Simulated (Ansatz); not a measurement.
Cost and result for the atomization energy of `C[O][Ge]([O]C)([O]C)[O]C` (21 atoms, 20 bonds).

Z-matrix (Å, degrees):
```
C
O 1 1.414
H 1 1.096 2 112.0
H 1 1.092 2 107.5 3 -119.1
H 1 1.096 2 112.0 3 121.8
Ge 2 1.754 1 118.5 3 -61.1
O 6 1.754 2 112.8 1 -58.1
O 6 1.754 2 103.0 1 -180.0
O 6 1.754 2 112.8 1 58.1
C 7 1.414 6 118.5 2 -58.2
C 8 1.414 6 118.5 2 -180.0
C 9 1.414 6 118.5 2 58.1
H 10 1.096 7 112.0 6 61.5
H 10 1.096 7 112.0 6 -60.3
H 10 1.092 7 107.5 6 -179.4
H 11 1.096 8 112.0 6 60.8
H 11 1.092 8 107.5 6 179.9
H 11 1.096 8 112.0 6 -61.0
H 12 1.096 9 112.0 6 -60.7
H 12 1.092 9 107.5 6 -179.8
H 12 1.096 9 112.0 6 61.1
```

The species carries charge 0 and has multiplicity 1. Correlated methods include outer-core shells of Ge, which these sets cover unevenly. Scalar relativity is left out up to krypton. All single points use the PBE0-D4/def2-TZVP geometry. It is one conformer, not always the lowest. Program: Ansatz. All runs use 4 threads of an AMD EPYC 7R13 on a shared host and a share of an NVIDIA H100 80 GB. Times are those of one run each, without the atoms' runs, and a repeat can differ threefold. Electronic energies, without spin–orbit coupling; frozen cores. CCSD(T)/CBS adds CCSD(T) − MP2 in def2-TZVPP to the MP2 limit, and its time is that of the two runs behind it. T1 = 0.012. With those shells the extrapolation isn't a true limit. B3LYP takes the VWN-RPA correlation (the form of Gaussian; ORCA's B3LYP/G). HSE06 is the plane-wave form, built on full-range PBE exchange.

CCSD(T)/CBS is a level of theory with its own doubt, some kJ/mol a heavy atom from the limit and from the frozen cores, so smaller differences don't rank the functionals.

| level | functions | wall time | atomization (kJ/mol) | difference from CCSD(T)/CBS | per bond |
| --- | --- | --- | --- | --- | --- |
| B2PLYP/def2-TZVPP | 464 | 2.9 s | 7979.0 | -112.6 | -5.6 |
| PBE-QIDH/def2-TZVPP | 464 | 2.9 s | 8003.5 | -88.1 | -4.4 |
| CCSD(T)/def2-SVP | 204 | 3.1 s | 7649.1 | -442.5 | -22.1 |
| BHLYP-D4/def2-TZVPP | 464 | 3.7 s | 7779.0 | -312.6 | -15.6 |
| PBE0-D4/def2-TZVPP | 464 | 3.7 s | 8049.7 | -41.9 | -2.1 |
| r2SCANh-D4/def2-TZVPP | 464 | 4 s | 8021.9 | -69.7 | -3.5 |
| PBE-D4/def2-TZVPP (with forces) | 464 | 4 s | 8224.3 | 132.7 | 6.6 |
| revPBE-D4/def2-TZVPP | 464 | 4 s | 8004.3 | -87.3 | -4.4 |
| HSE06-D4/def2-TZVPP | 464 | 4.1 s | 8056.0 | -35.6 | -1.8 |
| B3LYP-D4/def2-TZVPP (with forces) | 464 | 6 s | 8045.1 | -46.5 | -2.3 |
| MP2/def2-QZVPP | 905 | 6 s | 8164.8 | 73.2 | 3.7 |
| CCSD(T)/def2-TZVPP | 464 | 34 s | 7896.9 | -194.7 | -9.7 |
| CCSD(T)/CBS(def2) | – | 40 s | 8091.6 | 0.0 | 0.0 |

From r2SCAN to r2SCAN0 (25 % exact exchange), in def2-TZVPP and without D4, the atomization energy moves by −154.1 kJ/mol: exact exchange takes away binding that semilocal exchange gives to molecules. In def2-TZVPP, CCSD(T) changes the Hartree–Fock value by +2158.7 kJ/mol (the triples alone add +126.6 kJ/mol) and MP2 by +2311.4 kJ/mol; breaking electron pairs costs correlation energy, which Hartree–Fock lacks. At CCSD(T), def2-SVP lies −442.5 kJ/mol from the extrapolated value and def2-TZVPP −194.7 kJ/mol: correlation converges slowly with the basis, and small sets miss more of it in the bonded molecule than in its fragments.
